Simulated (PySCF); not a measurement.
Mo(O)2(F)(NH2) (FH2MoNO2), SMILES [NH2][Mo](=[O])(=[O])[F], multiplicity 1. Geometry optimised at B3LYP-D3(BJ)/def2-SVP. The spin state was assumed, not searched. The structure was generated by enumeration; whether it is a known compound was not checked. The def2 effective core potentials stand for the cores of Mo; spin–orbit coupling is left out. Other conformers were not sampled.

Question: Give the equilibrium geometry at B3LYP-D3(BJ)/def2-SVP (PySCF confirms it by a frequency run) as bond lengths and angles, and its point group. (Estimate from the structure and the level; the computed values follow.)

Answer: Several could match; the one computed here: point group Cs.
Atoms: Mo1 O2 O3 F4 N5 H6 H7. Bond lengths (Å): Mo1–O2 1.685, Mo1–O3 1.685, Mo1–F4 1.862, Mo1–N5 1.924, N5–H6 1.019, N5–H7 1.019. Bond angles (°): O2–Mo1–O3 110.8, O2–Mo1–F4 110.1, O2–Mo1–N5 107.9, O3–Mo1–F4 110.1, O3–Mo1–N5 107.9, F4–Mo1–N5 109.9, Mo1–N5–H6 123.7, Mo1–N5–H7 123.7, H6–N5–H7 111.3.
